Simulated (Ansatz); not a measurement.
Total energies of CH$_{6}$ClOScSi (`[CH3][Sc]([Cl])[O][SiH3]`).

Cartesian coordinates in Å:
```
C 1.131 1.983 -0.701
Sc 1.209 -0.147 -0.329
Cl 3.221 -1.263 -0.584
O -0.401 -0.896 0.256
Si -1.801 -1.556 0.783
H 1.175 2.543 0.244
H 1.977 2.322 -1.312
H 0.206 2.292 -1.202
H -2.945 -1.013 0.002
H -2.002 -1.232 2.221
H -1.769 -3.034 0.621
```

The species carries charge 0 and has multiplicity 1. Correlated methods include outer-core shells of Sc, which these sets cover unevenly. Scalar relativity is left out up to krypton. The geometry is a stationary point of PBE0-D4/def2-TZVP. It is one conformer, not always the lowest. Basis def2-TZVPP, Ansatz.

RPA on PBE orbitals: Hartree–Fock energy of these orbitals -1624.60845 Eh, correlation -1.70304 Eh (frozen core).

| functional | energy without D4 (Eh) | D4 term (kJ/mol) |
| --- | --- | --- |
| LDA (SPW92) | -1622.06207 | – |
| r2SCAN | -1627.44763 | -5.7 |
| PBE0 | -1626.99734 | -18.8 |
| B3LYP | -1627.66201 | -34.9 |
| r2SCANh | -1627.43141 | -6.2 |
| LC-ωPBE | -1627.14159 | – |
| ωB97X-V | -1627.33878 | – |
| ωB97M-V | -1627.45333 | – |
| B2PLYP | -1627.10196 | – |
| PBE-QIDH | -1626.70908 | – |

(1) Give the same for PBE, revPBE, BLYP, B97M-V, r2SCAN0, HSE06 (plane-wave form), BHLYP, CAM-B3LYP. (Estimate.)

B3LYP takes the VWN-RPA correlation (the form of Gaussian; ORCA's B3LYP/G). HSE06 is the plane-wave form, built on full-range PBE exchange. The double hybrids freeze the cores in their second-order part.

Results:

(1) The calculation gave: 
```json
{"functional": "PBE", "energy without D4 (Eh)": "-1626.89139", "D4 term (kJ/mol)": "-21.7"}
{"functional": "revPBE", "energy without D4 (Eh)": "-1627.31024", "D4 term (kJ/mol)": "-57.2"}
{"functional": "BLYP", "energy without D4 (Eh)": "-1627.57198", "D4 term (kJ/mol)": "-45.6"}
{"functional": "B97M-V", "energy without D4 (Eh)": "-1627.19138", "D4 term (kJ/mol)": "–"}
{"functional": "r2SCAN0", "energy without D4 (Eh)": "-1627.40936", "D4 term (kJ/mol)": "-6.9"}
{"functional": "HSE06 (plane-wave form)", "energy without D4 (Eh)": "-1626.96832", "D4 term (kJ/mol)": "-17.8"}
{"functional": "BHLYP", "energy without D4 (Eh)": "-1627.52671", "D4 term (kJ/mol)": "-29.9"}
{"functional": "CAM-B3LYP", "energy without D4 (Eh)": "-1627.60200", "D4 term (kJ/mol)": "-19.6"}
```

LC-ωPBE has ω = 0.4 bohr⁻¹.
